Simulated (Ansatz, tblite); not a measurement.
Cost and result up the ladder for In10P10 (20 atoms). Charge 0, multiplicity 1. Geometry: PBE-D4/def2-SVP.

Cartesian coordinates in Å:
```
P 1.550 2.929 2.200
P 4.597 -0.634 1.073
P 0.357 -1.636 2.913
P 2.371 -3.155 -0.885
P -1.091 4.185 -1.656
P -2.276 0.977 1.449
P -3.387 1.057 -2.903
P 0.724 0.498 -1.011
P -1.292 -2.523 1.683
P -2.923 -1.087 1.211
In 3.387 1.389 1.668
In 0.584 3.161 -0.196
In 0.238 0.621 1.690
In 3.044 -0.645 -1.128
In 2.463 -2.204 1.499
In -0.014 -2.112 -0.895
In -0.561 1.885 -3.649
In -2.552 2.238 -0.871
In -2.768 -0.993 -1.647
In -2.451 -3.950 -0.547
```

Ansatz on 2 threads of AMD EPYC 7R13 on a shared host and a share (18 GiB) of an NVIDIA H100 80GB HBM3; xTB runs through tblite on one thread. Times are rough, summed over both states, and most runs start from the orbitals of an earlier one. No level here is sound enough to serve as a yardstick. The other state is a triplet.

In the def2 sets In takes a core potential; there is no spin–orbit coupling. The xTB rows come from tblite. Single mean-field runs in def2-SVP are fitted with def2-universal-jkfit. HOMO above LUMO, or a gap near zero within one spin, warns that the state may not be the lowest or that an electron is smeared out.

xTB has no spin-polarisation term.

| level | functions | wall time | vertical triplet (eV) | remarks |
| --- | --- | --- | --- | --- |
| GFN1-xTB | 180 | 0.52 s | 0.74 | – |
| GFN2-xTB | 180 | 0.89 s | 0.56 | – |
| PBE-D4/def2-SVP (with forces) | 440 | 14 s | 0.75 | gap within one spin near zero (triplet) |
| PBE0-D4/def2-SVP (with forces) | 440 | 20 s | 0.74 | restricted SCF unstable in HF (singlet) |
